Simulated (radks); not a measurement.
Results of a calculation; reference values are marked as such.
Initial-state core-level shifts of the holmium ion Ho+ when its valence configuration changes from [Xe] 4f11 6s1. Level of theory: scalar-relativistic Kohn-Sham, PBEsol, spin-polarised, spherical densities, finite nucleus; open shells are filled with parallel spins first (spin-orbit coupling, left out, can overturn this in heavy ions); Fermi nuclear charge, rms radius 5.2022 fm (a radial shooting solver on a logarithmic mesh with Libxc functionals). Shifts are changes of the shell-averaged eigenvalues in eV (positive: less bound); the change of the density at the nucleus, which sets a Mossbauer isomer shift, is in e/bohr^3, on a base of 8.462e+05.

[
 {"valence": "4f10 6s2", "2p": "-9.271", "4s": "-9.754", "4p": "-9.623", "4d": "-9.413", "density at nucleus": "+87.91"},
 {"valence": "4f10 6s1 6p1", "2p": "-10.446", "4s": "-10.930", "4p": "-10.799", "4d": "-10.589", "density at nucleus": "+43.06"},
 {"valence": "4f11 5d1", "2p": "+1.627", "4s": "+1.605", "4p": "+1.616", "4d": "+1.637", "density at nucleus": "-40.74"},
 {"valence": "4f11 5d0.5 6s0.5", "2p": "+0.845", "4s": "+0.833", "4p": "+0.839", "4d": "+0.849", "density at nucleus": "-20.82"},
 {"valence": "4f9.5 5d0.5 6s2", "2p": "-13.212", "4s": "-13.952", "4p": "-13.728", "4d": "-13.370", "density at nucleus": "+110.87"},
 {"valence": "4f11 6p1", "2p": "-1.370", "4s": "-1.362", "4p": "-1.366", "4d": "-1.371", "density at nucleus": "-39.56"},
 {"valence": "4f10 5d1 6s1", "2p": "-6.822", "4s": "-7.348", "4p": "-7.207", "4d": "-6.977", "density at nucleus": "+36.35"},
 {"valence": "4f10.5 5d0.5 6s1", "2p": "-3.279", "4s": "-3.539", "4p": "-3.476", "4d": "-3.372", "density at nucleus": "+17.25"},
 {"valence": "4f8 6s2 6p2", "2p": "-35.061", "4s": "-36.232", "4p": "-35.653", "4d": "-34.769", "density at nucleus": "+229.75"}
]
